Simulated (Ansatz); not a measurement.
`OBCF` and `OBCCl` differ in one element.

Ansatz, PBE0-D4/def2-TZVP geometries, multiplicity 1. Each molecule was computed in one conformer, which needn't be the lowest.

```
                                                                                  property  `OBCF`
                                                     LUMO energy (ωB97M-V/def2-TZVPP) / eV    1.63
                                                     HOMO energy (ωB97M-V/def2-TZVPP) / eV  -10.97
ideal-gas entropy at 298 K and 1 bar (rigid rotor, harmonic PBE0-D4/def2-TZVP) / J/(mol·K)     293
                                                   HOMO–LUMO gap (ωB97M-V/def2-TZVPP) / eV   12.60
                                                         HOMO energy (PBE/def2-TZVPP) / eV   -6.99
                                                     HOMO–LUMO gap (B3LYP/def2-TZVPP) / eV    7.83
```

Task: Give the same properties after the change, and the shifts. (Estimate.)

Result: Computed: 
| property | `OBCCl` | shift |
| --- | --- | --- |
| LUMO energy (ωB97M-V/def2-TZVPP) / eV | 1.75 | 0.12 |
| HOMO energy (ωB97M-V/def2-TZVPP) / eV | -10.84 | 0.13 |
| ideal-gas entropy at 298 K and 1 bar (rigid rotor, harmonic PBE0-D4/def2-TZVP) / J/(mol·K) | 297 | 4 |
| HOMO–LUMO gap (ωB97M-V/def2-TZVPP) / eV | 12.59 | -0.01 |
| HOMO energy (PBE/def2-TZVPP) / eV | -7.15 | -0.16 |
| HOMO–LUMO gap (B3LYP/def2-TZVPP) / eV | 7.87 | 0.04 |

With PBE0 the HOMO rises by 0.05 eV and the LUMO rises by 0.10 eV, so the gap widens by about 0.05 eV. PBE moves the HOMO by -0.16 eV and ωB97M-V by 0.13 eV.

B3LYP here is the variant with VWN-RPA as its local correlation; programs differ in this.
